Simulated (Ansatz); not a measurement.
Job for Ansatz (a quantum-chemistry and plane-wave program): U-CCSD(T)/def2-SVP on ClFGeH2 (SMILES [F][GeH2][Cl]), a point of a bond scan (R = 6.882 Å). The run froze 20 orbitals, filled d shells among them.

Ansatz 0.2 input:
```yaml
crystal:
  periodic: [false, false, false]
  atoms:
    - {symbol: Ge, position_ang: [-0.48721924, -0.28782149, 0.04175761]}
    - {symbol: F, position_ang: [-1.17043530, 1.31354765, 0.03434333]}
    - {symbol: Cl, position_ang: [6.33317481, 0.50081797, -0.43616962]}
    - {symbol: H, position_ang: [-0.82640627, -0.91124549, 1.39620161]}
    - {symbol: H, position_ang: [-0.99927659, -0.99707760, -1.21242615]}
basis:
  gaussian:
    orbitals: def2-SVP
correlation: {method: ccsd_t, electrons: outside_noble_gas}
scf: {omitted_lower_state_checks: [cluster_reference]}
magnetization: {spin_polarized: true, initial_magnetization: 0}
```

Output:

```
WARN ansatz: RAYON_NUM_THREADS=1 ignored (pool sized by the plan → 1); use --threads N
Functional definition: HF
these checks for a lower state are left out or cut short: cluster_reference
integrals: 0.08 GiB planned
704 factors; integrals over basis functions are off by at most 1.4e-3 eV
mean field: 0.35 GiB planned
mean field evaluation 1: about -71692.0091 eV, gradient 2.5e1 eV
mean field evaluation 2: about -71692.0169 eV, gradient 2.5e1 eV
mean field evaluation 4: about -71694.1222 eV, gradient 1.3e1 eV
mean field evaluation 8: about -71690.4581 eV, gradient 2.2e1 eV
mean field evaluation 16: about -71695.9440 eV, gradient 8.7e-3 eV
mean field evaluation 32: about -71700.1965 eV, gradient 5.4e-1 eV
mean field evaluation 64: about -71700.2055 eV, gradient 3.9e-3 eV
mean field evaluation 96: about -71700.2056 eV, gradient 8.7e-4 eV
mean field evaluation 128: about -71700.1930 eV, gradient 8.6e-1 eV
mean field evaluation 160: about -71698.9116 eV, gradient 1.0e1 eV
mean field evaluation 192: about -71700.2052 eV, gradient 1.1e-2 eV
mean field evaluation 224: about -71700.2047 eV, gradient 2.6e-6 eV
mean field evaluation 256: about -71691.7573 eV, gradient 2.0e1 eV
mean field evaluation 288: about -71700.2050 eV, gradient 1.1e-2 eV
mean field evaluation 320: about -71695.7675 eV, gradient 3.5e0 eV
mean field evaluation 352: about -71695.9440 eV, gradient 1.7e-2 eV
mean field -71700.20560420 eV, -2634.9339558094 hartree, gradient 1.9e-10 eV, S^2 1.008390; 16 other end points of the search recorded, 0 dependent functions left out
20 core orbitals not correlated
reference -71700.20560420 eV, -2634.9339558094 hartree; 10, 10 occupied and 44, 44 virtual orbitals, 704 factors
second order -10.33440896 eV of doubles, -0.00000000 eV of singles
coupled cluster: 0.19 GiB planned
cycle   1  -10.91768588 eV  change   -5.8e-1 eV  update   8.2e-2
cycle   2  -11.20322440 eV  change   -2.9e-1 eV  update   2.6e-2
cycle   3  -11.29585563 eV  change   -9.3e-2 eV  update   1.5e-2
cycle   4  -11.29476494 eV  change    1.1e-3 eV  update   4.1e-3
cycle   5  -11.29340658 eV  change    1.4e-3 eV  update   2.0e-3
cycle   6  -11.29352343 eV  change   -1.2e-4 eV  update   7.5e-4
cycle   7  -11.29346172 eV  change    6.2e-5 eV  update   2.7e-4
cycle   8  -11.29350409 eV  change   -4.2e-5 eV  update   8.9e-5
cycle   9  -11.29355165 eV  change   -4.8e-5 eV  update   3.1e-5
cycle  10  -11.29354608 eV  change    5.6e-6 eV  update   1.0e-5
coupled cluster: 0.19 GiB planned
perturbative correction -0.16029640 eV, -0.0058907842 hartree
Total energy: -71711.65944669 eV, -2635.3548767571 hartree
Checks for a lower state left out: cluster_reference
```

Self-consistency was reached. Its determinant has ⟨S²⟩ = 1.01, a mixture of spin states.

Cost: roughly 29 core-seconds.
